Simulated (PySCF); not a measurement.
C4H3ClF2, SMILES CC(Cl)=C=C(F)F.

The structure is a stationary point at B3LYP-D3(BJ)/def2-SVP. This is a generated structure with no PubChem entry under its InChIKey; it may be hypothetical.

Level of theory: PySCF with PBE/def2-TZVP.

Symmetry labels are those of the subgroup Cs that the program uses (full group Cs).

Q: List the valence orbital energies around the gap with their symmetry. (Estimate from the structure and the level; the computed values follow.)

A: 
```
orbital  symmetry  energy (eV)
-------  --------  -----------
HOMO−7         A'       -10.94
HOMO−6         A"       -10.79
HOMO−5         A"       -10.31
HOMO−4         A'        -9.93
HOMO−3         A"        -8.66
HOMO−2         A'        -7.70
HOMO−1         A"        -6.74
HOMO           A'        -6.46
LUMO           A"        -1.97
LUMO+1         A'        -1.52
LUMO+2         A'         0.47
LUMO+3         A'         0.76
```
